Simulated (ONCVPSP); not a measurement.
**hydrogen: ONCV pseudisation with PBEsol, scalar-relativistic reference atom.**

```json
{
  "Element": "hydrogen",
  "Generator": "ONCVPSP 4.0.1",
  "Type": "optimised norm-conserving Vanderbilt (ONCV)",
  "Functional": "PBEsol",
  "Relativity": "scalar-relativistic",
  "Frozen core": "none",
  "Valence charge": "1",
  "Reference configuration": "1s1",
  "Partial waves": "1s: rc 1.15 bohr, ncon 4, nbas 8, qcut 6.9 1/bohr, local; p scattering state at 0.16 Ha: rc 1.15 bohr, ncon 4, nbas 9, qcut 5.8 1/bohr, 1 projector",
  "Local potential": "the s channel",
  "Core correction": "none"
}
```

Results:

* Cutoffs needed: 15 Ha and 21 Ha (the cutoffs (Ha) at which the residual kinetic energy of the hardest occupied pseudo-wave falls to 1 and 0.1 mHa per electron)
* Ghost test: no bound ghost flagged; no localised positive-energy state flagged

Generation and tests took about 0.75 s on one core of a shared server CPU.
